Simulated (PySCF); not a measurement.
**Field gradients at the hydrogen positions**

Compound: C₈H₁₄Si.
Geometry (GFN2-xTB, Å), atoms numbered from 1 in this order:
```xyz
23
C8H14Si angstrom
C      3.0658   -0.6104   -0.4468
C      1.9727   -0.3802    0.5022
C      1.2901   -0.6862    1.5675
C      0.8021    0.5104    0.8003
C     -0.4600    0.4608   -0.0316
C     -0.3587    1.4852   -1.1604
C     -1.7504    0.6747    0.8030
C     -2.6181   -0.4796    0.2647
Si    -1.1124   -1.2530   -0.6172
H      2.6549   -0.8480   -1.4289
H      3.6708    0.2915   -0.5464
H      3.6990   -1.4331   -0.1182
H      1.1284   -1.2991    2.4199
H      0.9983    1.5026    1.2143
H      0.4835    1.2562   -1.8110
H     -1.2645    1.4922   -1.7634
H     -0.2123    2.4865   -0.7530
H     -1.5431    0.5467    1.8652
H     -2.1964    1.6598    0.6630
H     -3.3968   -0.1259   -0.4085
H     -3.1069   -1.0599    1.0441
H     -0.5497   -2.4436    0.0174
H     -1.2013   -1.4476   -2.0660
```

Level: PBE0/pcSseg-1 (PySCF, non-relativistic); Q(2H) = 0.00286 b; rigid geometry, the same for H and D, with no vibrational averaging.

Task: Rank these positions by the coupling χzz of a deuteron there, largest first.
A. H22 (Si–H hydrogen)
B. H14 (methine hydrogen)
C. H13 (vinylic hydrogen)
D. H20 (methylene hydrogen)
E. H15 (methyl hydrogen)

Result: C (250 kHz), D (216 kHz), E (212 kHz), B (206 kHz), A (112 kHz).

Task: Give the electric field gradient Vzz (the principal value of largest size), its asymmetry and the 2H coupling at each hydrogen.

Result: 
| atom | bonded to | bond length (Å) | Vzz (au) | η | χzz (kHz) |
| --- | --- | --- | --- | --- | --- |
| H10 | C1 | 1.091 | 0.3087 | 0.02 | 207 |
| H11 | C1 | 1.091 | 0.3085 | 0.02 | 207 |
| H12 | C1 | 1.089 | 0.3108 | 0.02 | 209 |
| H13 | C3 | 1.062 | 0.3716 | 0.00 | 250 |
| H14 | C4 | 1.093 | 0.3064 | 0.09 | 206 |
| H15 | C6 | 1.089 | 0.3154 | 0.01 | 212 |
| H16 | C6 | 1.088 | 0.3150 | 0.02 | 212 |
| H17 | C6 | 1.091 | 0.3101 | 0.01 | 208 |
| H18 | C7 | 1.090 | 0.3093 | 0.00 | 208 |
| H19 | C7 | 1.090 | 0.3104 | 0.00 | 209 |
| H20 | C8 | 1.088 | 0.3214 | 0.04 | 216 |
| H21 | C8 | 1.088 | 0.3233 | 0.04 | 217 |
| H22 | Si9 | 1.462 | 0.1661 | 0.02 | 112 |
| H23 | Si9 | 1.465 | 0.1637 | 0.00 | 110 |

Task: Average by the element that carries the hydrogen.

Result: on C: 213 kHz over 12 positions, mean bond length 1.087 Å; on Si: 111 kHz over 2 positions, mean bond length 1.463 Å.

Task: How does χzz go with the bond length over the 12 C–H bonds?

Result: A straight-line fit has a slope of -14.6 kHz for each 0.01 Å, with a correlation coefficient of -0.98, over lengths from 1.062 to 1.093 Å. The longer bonds have the smaller couplings here.

Task: A static deuteron (I = 1) shows a doublet split by (3/2)χ, (3/4)χ(1 + η) and (3/4)χ(1 − η) with the field along z, y and x of the gradient. What are these for H23?

Result: With |χ| = 110.0 kHz and η = 0.000: 165, 83 and 82 kHz, to first order and without motion.

Geometry: GFN2-xTB, one conformer, isolated molecule. GFN2-xTB bond lengths can be off by several hundredths of an ångström, more for odd bonds, and the gradients follow them. The basis is small and wasn't made for field gradients, so the couplings can be 20 % off.
